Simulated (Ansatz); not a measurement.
Computed with Ansatz on PBE0-D4/def2-TZVP structures; ΔE is electronic, products minus reactants. CBS: MP2 limit from def2 TZ/QZ plus the TZ coupled-cluster correction, frozen cores. This one scheme is used for every species. Functionals use def2-TZVPP. For Ge, Se outer-core shells are correlated without core-valence functions, which leaves a few kJ/mol of doubt a bond. Scalar relativity is left out up to krypton. Each species was taken in one conformer, which may not be the lowest.

Reaction (formal exchange of groups at the Se–Ge bond): `[Cl][Ge]([Cl])([Cl])[SeH]` + `[F][AlH2]` → `[F][AlH][SeH]` + `[Cl][GeH]([Cl])[Cl]`

CCSD(T)/CBS gives -67.7 kJ/mol.

Problem. Another level gave -65.1 kJ/mol. Which?
A. ωB97M-V/def2-TZVPP
B. B97M-V/def2-TZVPP
C. BHLYP/def2-TZVPP
D. HF/def2-TZVPP

Solution. A. ωB97M-V -65.1, BHLYP -71.5, HF/def2-TZVPP -75.6, B97M-V -60.4 kJ/mol.

Problem. What do rigid-rotor, harmonic-oscillator terms from PBE0-D4/def2-TZVP frequencies (298.15 K, 1 bar) make of the CCSD(T)/CBS value? (Estimate.)

Solution. The calculation gave: ΔZPE = +5.6 kJ/mol, ΔH = -64.5 kJ/mol, ΔS = -4 J/(mol·K), ΔG = -63.2 kJ/mol.

Largest T1 diagnostic among the species: 0.012.

From BLYP to BHLYP (50 % exact exchange), in def2-TZVPP and without D4, ΔE moves by −6.4 kJ/mol. The D4 term adds +9.5 kJ/mol with B3LYP and +5.2 kJ/mol with PBE0; it sums over pairs of atoms, weighted by their polarisabilities, and B3LYP, whose exchange is more repulsive, gets the larger term.

B3LYP here is the variant with VWN-RPA as its local correlation; programs differ in this.
